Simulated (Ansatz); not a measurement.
I, charge +1, triplet (core potentials on I); CAM-B3LYP/def2-TZVP (Ansatz, an electronic-structure program).

Input for Ansatz:
Ansatz 0.2 input:
```yaml
crystal:
  periodic: [false, false, false]
  atoms:
    - {symbol: I, position_ang: [0.00000000, 0.00000000, 0.00000000]}
basis:
  gaussian:
    orbitals: def2-TZVP
hamiltonian:
  xc: cam_b3lyp
total_charge: 1
magnetization: {spin_polarized: true, initial_magnetization: 2}
output: {forces: true}
```

### Question
Predict the main parts of the log of this Ansatz run.

### Answer

```
Functional definition: CAM-B3LYP
383 factors; their error is unknown
70 factors; integrals over basis functions are off by at most 3.1e-4 eV
mean field evaluation 1: about -8089.3996 eV, gradient 8.3e0 eV
mean field evaluation 2: about -8089.5774 eV, gradient 4.6e0 eV
mean field evaluation 4: about -8089.6184 eV, gradient 7.0e-2 eV
mean field evaluation 8: about -8089.8420 eV, gradient 3.5e-4 eV
mean field -8089.84196190 eV, -297.2962086078 hartree, gradient 9.1e-6 eV, S^2 2.002640; 0 other end points of the search recorded, 0 dependent functions left out
the calculation of the forces begins
reference -8089.84203648 eV, -297.2962113488 hartree; 13, 11 occupied and 37, 39 virtual orbitals, 383 factors
Total energy: -8089.84203648 eV, -297.2962113488 hartree
Atom 0 at     0.000000     0.000000     0.000000 Å, force    -0.000000    -0.000000    -0.000000 eV/Å
Dipole moment:     0.000000     0.000000     0.000000 e Å
```
